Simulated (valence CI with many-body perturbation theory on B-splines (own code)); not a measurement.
**In7+: M1 decay**

Method: configuration interaction combined with many-body perturbation theory (CI+MBPT): six valence electrons over a frozen Dirac-Fock core [Kr], radial functions for each j: 7 s, 7 p, 8 d, 6 f, 4 g, 1 h, with the one-electron correlation potential Σ1 (screened to all orders), the two-electron term Σ2, the three-electron term Σ3, Breit, model QED; selected single and double excitations, second order for the rest, scaled by the run's own slope (own B-spline code, finite nucleus).

No measured spectrum was set against this ion. As an estimate, terms of the open shell hold to 2 to 4 % of their energy, and close levels can change places; different configurations can be misplaced against each other by 1,000 to 8,000 cm⁻¹. Among the levels kept, up to 740 cm⁻¹ of a level comes from second order outside the variational space, and about a tenth of that is noise between levels of different J, which matters for small intervals. Only levels of the ground parity were solved; by the run's estimate the other parity begins above the list, which can be wrong where configurations are misplaced.

Lines 1 to 50 of 113 in falling wavelength, among levels below 63266 cm⁻¹, chosen from the decays that carry over 1 % of a level's rate. Wavelengths and rates use the calculated energies, so an error of 2000 cm⁻¹ moves a line at 3083 nm by 62 % and its rate by three times that or more. Weak lines are less certain than strong ones. Lines between different terms over intervals too small for the method are left out, as are lines whose strength nearly cancels. Intervals below about 2000 cm⁻¹, as at the head of this list, are uncertain by tens of per cent. The highest levels of a list are the least certain.

Names give the largest LS component (configuration and term), which can be under half, so a name can repeat, a term be missing and a line seem to break the LS rules; names also repeat where a configuration has a term twice. Letters in brackets count levels of one name in rising energy.

| λ vac (nm) | Upper | Lower | Type | A (s⁻¹) | Branch % |
| --- | --- | --- | --- | --- | --- |
| 15890 | 4d⁶ ⁵D_0 | 4d⁶ ⁵D_1 | M1 | 3.81e-02 | 100.0 |
| 6429 | 4d⁶ ⁵D_1 | 4d⁶ ⁵D_2 | M1 | 3.30e-01 | 100.0 |
| 6351 | 4d⁶ ⁵D_2 | 4d⁶ ⁵D_3 | M1 | 2.32e-01 | 100.0 |
| 4805 | 4d⁶ ³G_4 | 4d⁶ ³G_5 | M1 | 1.55e-01 | 1.5 |
| 4741 | 4d⁶ ³H_5 | 4d⁶ ³H_4 [a] | M1 | 1.36e-01 | 28.4 |
| 3083 | 4d⁶ ³G_5 | 4d⁶ ³H_4 [b] | M1 | 2.52e-01 | 2.6 |
| 2446 | 4d⁶ ⁵D_3 | 4d⁶ ⁵D_4 | M1 | 2.31e+00 | 100.0 |
| 2003 | 4d⁶ ³F_2 | 4d⁶ ³P_2 | M1 | 1.56e-01 | 1.2 |
| 1919 | 4d⁶ ³D_1 | 4d⁶ ³P_0 [a] | M1 | 5.24e-01 | 1.6 |
| 1878 | 4d⁶ ³G_4 | 4d⁶ ³H_4 [b] | M1 | 6.30e-01 | 6.2 |
| 1858 | 4d⁶ ³H_4 [b] | 4d⁶ ³H_5 | M1 | 1.31e+00 | 4.6 |
| 1817 | 4d⁶ ³D_1 | 4d⁶ ³P_1 [a] | M1 | 1.84e+00 | 5.5 |
| 1644 | 4d⁶ ³F_3 | 4d⁶ ³H_4 [a] | M1 | 3.09e+00 | 13.4 |
| 1532 | 4d⁶ ¹I_6 | 4d⁶ ³G_5 | M1 | 1.67e-01 | 1.3 |
| 1509 | 4d⁶ ³G_3 | 4d⁶ ³H_4 [b] | M1 | 4.41e-01 | 2.8 |
| 1486 | 4d⁶ ³G_4 | 4d⁶ ³F_3 | M1 | 2.81e-01 | 2.8 |
| 1466 | 4d⁶ ³G_3 | 4d⁶ ³F_2 | M1 | 2.38e+00 | 15.0 |
| 1335 | 4d⁶ ³H_4 [b] | 4d⁶ ³H_4 [a] | M1 | 7.55e+00 | 26.4 |
| 1245 | 4d⁶ ³G_3 | 4d⁶ ³F_3 | M1 | 3.89e+00 | 24.5 |
| 1174 | 4d⁶ ³D_2 | 4d⁶ ³F_2 | M1 | 3.49e-01 | 2.4 |
| 1159 | 4d⁶ ³G_5 | 4d⁶ ³H_5 | M1 | 3.24e+00 | 33.0 |
| 1145 | 4d⁶ ¹G_4 | 4d⁶ ³G_3 | M1 | 8.40e-01 | 1.8 |
| 1120 | 4d⁶ ³G_5 | 4d⁶ ³H_6 | M1 | 5.92e+00 | 60.3 |
| 1075 | 4d⁶ ³P_0 [b] | 4d⁶ ³D_1 | M1 | 2.32e+00 | 5.1 |
| 1049 | 4d⁶ ¹D_2 | 4d⁶ ³D_1 | M1 | 8.23e-01 | 1.8 |
| 1028 | 4d⁶ ³D_2 | 4d⁶ ³F_3 | M1 | 1.54e+00 | 10.5 |
| 999.5 | 4d⁶ ³P_1 [a] | 4d⁶ ³P_2 | M1 | 2.42e+01 | 41.5 |
| 975.8 | 4d⁶ ³P_1 [b] | 4d⁶ ¹D_2 | M1 | 1.10e+00 | 1.4 |
| 957.5 | 4d⁶ ¹D_2 | 4d⁶ ³D_3 | M1 | 2.54e+00 | 5.6 |
| 954.3 | 4d⁶ ³P_1 [b] | 4d⁶ ³P_0 [b] | M1 | 7.70e+00 | 10.1 |
| 934.1 | 4d⁶ ³G_4 | 4d⁶ ³H_5 | M1 | 3.35e+00 | 32.9 |
| 924.4 | 4d⁶ ³D_3 | 4d⁶ ³F_3 | M1 | 1.09e+00 | 3.3 |
| 867.3 | 4d⁶ ¹D_2 | 4d⁶ ³D_2 | M1 | 6.59e-01 | 1.4 |
| 846.6 | 4d⁶ ³G_3 | 4d⁶ ³P_2 | M1 | 2.04e-01 | 1.3 |
| 825.2 | 4d⁶ ¹G_4 | 4d⁶ ³G_5 | M1 | 2.54e+00 | 5.5 |
| 814.7 | 4d⁶ ¹F_3 | 4d⁶ ³D_3 | M1 | 7.53e-01 | 5.4 |
| 755.9 | 4d⁶ ¹D_2 | 4d⁶ ³G_3 | M1 | 2.25e+00 | 4.9 |
| 748.4 | 4d⁶ ¹F_3 | 4d⁶ ³D_2 | M1 | 1.03e+00 | 7.3 |
| 740.2 | 4d⁶ ³D_2 | 4d⁶ ³P_2 | M1 | 3.65e+00 | 25.1 |
| 708.4 | 4d⁶ ³G_3 | 4d⁶ ³H_4 [a] | M1 | 2.17e+00 | 13.7 |
| 685.0 | 4d⁶ ³D_3 | 4d⁶ ³P_2 | M1 | 5.25e+00 | 16.0 |
| 675.4 | 4d⁶ ³P_0 [b] | 4d⁶ ³P_1 [a] | M1 | 3.57e+01 | 78.8 |
| 665.1 | 4d⁶ ¹D_2 | 4d⁶ ³P_1 [a] | M1 | 4.20e+00 | 9.2 |
| 664.0 | 4d⁶ ¹F_3 | 4d⁶ ³G_3 | M1 | 2.87e-01 | 2.0 |
| 660.0 | 4d⁶ ¹I_6 | 4d⁶ ³H_5 | M1 | 4.08e+00 | 32.1 |
| 651.0 | 4d⁶ ¹G_4 | 4d⁶ ³H_4 [b] | M1 | 2.08e+01 | 44.7 |
| 647.2 | 4d⁶ ¹I_6 | 4d⁶ ³H_6 | M1 | 8.44e+00 | 66.5 |
| 644.8 | 4d⁶ ³D_1 | 4d⁶ ³P_2 | M1 | 5.54e+00 | 16.5 |
| 611.2 | 4d⁶ ¹F_3 | 4d⁶ ³G_4 | M1 | 1.84e+00 | 13.1 |
| 596.4 | 4d⁶ ¹G_4 | 4d⁶ ³F_3 | M1 | 6.26e+00 | 13.5 |
